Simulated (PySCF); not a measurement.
# Radial density of Ru(20+) (ruthenium, charge +20)

UHF, [Ar] 3d6, high-spin 5D determinant. Computed with PySCF 2.14 in an even-tempered Gaussian basis (17 s from 2.1 bohr⁻², ratio 2.5; 11 p from 2.7 bohr⁻², ratio 2.5; 8 d from 2.7 bohr⁻², ratio 2.5; 4 f from 12 bohr⁻², ratio 2.7; 3 g from 18 bohr⁻², ratio 2.7), with no relativity, point nucleus.

```tsv
r (bohr)	4πr²ρ (e/bohr)	4πr²(ρα − ρβ)
0.000580	0.2387	0.0000
0.000975	0.6522	0.0000
0.00164	1.741	-0.0001
0.00276	4.463	-0.0001
0.00464	10.70	-0.0004
0.00780	22.95	-0.0007
0.0131	40.87	-0.0013
0.0221	54.17	-0.0006
0.0371	50.03	0.0169
0.0625	50.87	0.2244
0.105	67.94	1.7777
0.177	43.80	7.4625
0.297	43.45	12.3087
0.500	21.32	4.6700
0.841	0.7460	0.1756
1.41	0.001061	0.0003
```

A non-relativistic calculation at this Z misses sizeable relativistic shifts. Spin-orbit coupling, absent here, splits the open shell strongly.
